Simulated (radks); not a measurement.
Question: The mean radii <r> (bohr) of the occupied orbitals of an atom or ion are listed with their occupations. Method: scalar-relativistic Kohn-Sham, r2SCAN, spin-polarised, spherical densities, finite nucleus; meta-GGA in the generalised Kohn-Sham scheme; Fermi nuclear charge, rms radius of each element as measured or else 0.836 A^(1/3) + 0.57 fm; computed with a radial shooting solver on a logarithmic mesh with Libxc functionals.

| orbital | occ. | <r> |
|---|---|---|
| 1s up | 1 | 0.03112 |
| 1s down | 1 | 0.03112 |
| 2s up | 1 | 0.1349 |
| 2s down | 1 | 0.1348 |
| 2p up | 3 | 0.1177 |
| 2p down | 3 | 0.1177 |
| 3s up | 1 | 0.3675 |
| 3s down | 1 | 0.3676 |
| 3p up | 3 | 0.3669 |
| 3p down | 3 | 0.3669 |
| 3d up | 5 | 0.3455 |
| 3d down | 5 | 0.3455 |
| 4s up | 1 | 0.8990 |
| 4s down | 1 | 0.8973 |
| 4p up | 3 | 0.9710 |
| 4p down | 3 | 0.9693 |
| 4d up | 5 | 1.175 |
| 4d down | 1 | 1.175 |
| 5p up | 2 | 2.509 |

Name the element and its charge. Open shells, if any, are filled with parallel spins first.

Answer: Z = 47, silver, charge +3: Ag3+ in [Kr] 4d6 5p2. The 1s radius gives Z: for a bare nucleus <r> = (2 gamma + 1)/(2Z) with gamma = sqrt(1 - (Z/c)^2), 0.03062 bohr for Z = 47, and screening makes it slightly larger (0.03112 here). The occupations add up to 44, and the charge is Z minus that.
